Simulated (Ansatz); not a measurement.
Geometry optimisation, DFT LDA, scalar-relativistic, plane waves, PAW in Ansatz 0.2.0.

The input (input.yaml):

```yaml
accuracy: low
crystal:
  lattice:
    - [9.378887, 0.0, 0.0]
    - [0.0, 9.378887, 0.0]
    - [0.0, 0.0, 9.378887]
  atoms:
    - { symbol: Cl, position: [0.7815043, 0.3693298, 0.144687] }
    - { symbol: Cl, position: [0.6743167, 0.501322, 0.0133452] }
    - { symbol: Cl, position: [0.5369329, 0.8508281, 0.4611381] }
    - { symbol: Cl, position: [0.3870043, 0.7189588, 0.5404712] }
    - { symbol: Cl, position: [0.6730347, 0.8710276, 1.0179733] }
    - { symbol: Cl, position: [0.6796571, 0.9063214, 0.8061424] }
    - { symbol: Cl, position: [0.1503466, 0.9739659, 0.1750341] }
    - { symbol: Cl, position: [0.0363417, 0.7924003, 0.189128] }
    - { symbol: Cl, position: [0.1234277, 0.4547539, 0.5233433] }
    - { symbol: Cl, position: [-0.0229004, 0.305181, 0.4745801] }
    - { symbol: Cl, position: [0.2819415, 0.2959289, -0.014065] }
    - { symbol: Cl, position: [0.1420185, 0.3141097, 0.1479622] }
    - { symbol: Cl, position: [0.1447353, 0.9631582, 0.5609541] }
    - { symbol: Cl, position: [0.0020795, 0.8359609, 0.6590968] }
    - { symbol: Cl, position: [0.6084312, 0.2891914, 0.4724717] }
    - { symbol: Cl, position: [0.5454815, 0.1967247, 0.6559084] }
    - { symbol: Cl, position: [0.9753064, 0.3017525, 0.8574534] }
    - { symbol: Cl, position: [0.9350428, 0.0992877, 0.9170243] }
    - { symbol: Cl, position: [0.4505149, 0.6333191, 0.2344112] }
    - { symbol: Cl, position: [0.3099256, 0.6187499, 0.0725959] }
basis:
  ecutwfc: 420.0
kpoints:
  mp_grid: { grid: [1, 1, 1] }
hamiltonian:
  xc: lda
scf:
  occupations: { method: fermi_dirac, width: 0.05 }
  lower_state_search: "off"
relax:
  f_tol: 0.3
  max_steps: 15
  adjacent_minimum: "off"
output:
  write_density: true
  write_potential: true
  elf: true
  volumetric_format: npy
```

Run as:

```bash
$ ansatz run input.yaml --threads 1 --pin off --max-ram 3072MiB --backend cpu --events-out ev --progress --plain --runs-dir out
```

**Question.** Where does it end, and by what steps?

**Answer.** The forces met the threshold. The threshold is loose, so the end isn't yet a minimum. The force dipped under the threshold on the way, but the program's further checks kept it going. Limits of this set-up: coarse k mesh, low accuracy level. After 10 steps the energy has fallen by 1.517 eV; Cl16 moved furthest, 1.24 Å.

```
step  energy less start (eV)  largest force component (eV/Å)  accepted
   0                  0.0000                           0.781       yes
   1                 -0.4126                           0.183       yes
   2                 -0.5868                           0.355       yes
   3                 -0.7217                           0.473       yes
   4                 -0.8560                           0.426       yes
   5                 -1.0198                           0.238       yes
   6                 -1.0198                           0.237       yes
   7                 -1.1740                           0.384       yes
   8                 -1.3395                           0.283       yes
   9                 -1.3395                           0.284       yes
  10                 -1.5171                           0.259       yes
```

```xyz
20
Lattice="9.3789 0.0000 0.0000 0.0000 9.3789 0.0000 0.0000 0.0000 9.3789" Properties=species:S:1:pos:R:3
Cl 7.440 3.765 1.749
Cl 6.113 4.519 0.435
Cl 4.573 8.062 5.137
Cl 3.534 6.345 5.520
Cl 6.526 8.261 9.480
Cl 5.797 8.270 7.595
Cl 0.784 9.289 1.880
Cl 0.352 7.327 2.148
Cl 1.448 4.687 4.321
Cl 0.053 3.258 4.060
Cl 2.700 2.493 0.090
Cl 1.434 2.548 1.640
Cl 1.038 8.931 5.151
Cl -0.118 7.784 6.283
Cl 6.413 2.394 3.821
Cl 5.921 1.232 5.444
Cl 8.891 2.974 7.626
Cl 8.703 1.193 8.493
Cl 3.949 6.445 2.282
Cl 3.372 6.132 0.409
```

Time of the run: 45 s on 1 thread of Arm Neoverse V1, with other jobs on the host, peak memory 0.51 GiB.
